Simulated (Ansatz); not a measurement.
Relaxation of C₃H₄IN (9 atoms, charge 0, multiplicity 1), to a largest force component of 0.015 eV/Å in at most 40 steps.

Computed with RKS CAM-B3LYP/def2-SVP in Ansatz 0.2.0.

```xyz
9
Properties=species:S:1:pos:R:3:forces:R:3
C -0.061 0.856 1.363 -0.39 1.11 0.32
C -0.441 -0.134 0.563 1.71 1.18 -0.95
C 0.087 -0.430 -0.787 0.04 -0.55 0.40
N -0.208 -1.454 -1.440 -2.61 -0.47 3.29
I 1.566 0.727 -1.725 0.88 1.40 -0.01
H -0.591 1.032 2.317 0.35 -0.33 -0.22
H 0.651 1.654 1.087 -0.08 -0.50 -0.09
H -1.145 -0.830 0.892 -1.45 -1.38 0.47
H 0.232 -1.467 -2.285 1.55 -0.46 -3.22
```

Where does it end, and by what steps?

The run converged. After 7 steps the energy has fallen by 0.410 eV; I5 moved furthest, 0.22 Å.

```csv
step,energy less start (eV),largest force component (eV/Å),accepted
0,0.0000,3.295,yes
1,-0.3397,0.921,yes
2,-0.3811,0.887,yes
3,-0.3994,0.449,yes
4,-0.4094,0.091,yes
5,-0.4088,0.218,no
6,-0.4101,0.018,yes
7,-0.4101,0.008,yes
```

```xyz
9
Properties=species:S:1:pos:R:3
C -0.083 0.897 1.333
C -0.413 -0.131 0.555
C 0.119 -0.457 -0.779
N -0.270 -1.461 -1.415
I 1.623 0.895 -1.597
H -0.556 1.026 2.309
H 0.661 1.636 1.028
H -1.161 -0.863 0.876
H 0.167 -1.588 -2.328
```

Whether the end is a true minimum wasn't checked by a vibrational analysis.

The run took 25 s on 2 threads of Arm Neoverse V2, on a shared host, peak memory 0.28 GiB.
